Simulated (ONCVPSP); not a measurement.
## An all-electron radial function and its pseudo partner (carbon (C))

Columns: radius, all-electron u(r) and pseudo u(r) of the 2p shell (level -5.34 eV) of carbon in the configuration [He] 2s1.75 2p2.25; BLYP, scalar-relativistic, ONCV scheme, ONCVPSP 4.0.1.

```
r (bohr)  all-electron  pseudo
   0.110        0.0566  0.0189
   0.220        0.1691  0.0734
   0.330        0.2912  0.1572
   0.440        0.4029  0.2608
   0.550        0.4969  0.3735
   0.660        0.5715  0.4842
   0.770        0.6280  0.5837
   0.880        0.6680  0.6645
   0.990        0.6933  0.7225
   1.100        0.7060  0.7562
   1.210        0.7084  0.7671
   1.320        0.7028  0.7590
   1.430        0.6909  0.7371
   1.540        0.6743  0.7070
   1.650        0.6543  0.6740
   1.760        0.6318  0.6414
   1.870        0.6076  0.6112
   1.980        0.5825  0.5833
   2.090        0.5568  0.5569
   2.200        0.5311  0.5311
   2.310        0.5056  0.5055
   2.420        0.4804  0.4804
   2.530        0.4559  0.4559
   2.640        0.4321  0.4321
   2.750        0.4090  0.4090
   2.860        0.3868  0.3868
```

Q: How many radial nodes do the two functions have?

A: The all-electron 2p function has n − l − 1 = 0; the pseudo-wave has 0.

Q: At about which radius was the pseudo-wave matched?

A: 2.20 bohr. The columns agree to 0.0005 from 2.09 bohr on; several derivatives are matched, so the curves merge somewhat inside the radius.

Q: Is the pseudo-wave norm-conserving?

A: Yes: the ONCV scheme keeps the norm inside the radius equal to the all-electron one, which fixes the energy derivative of the logarithmic derivative at the level.
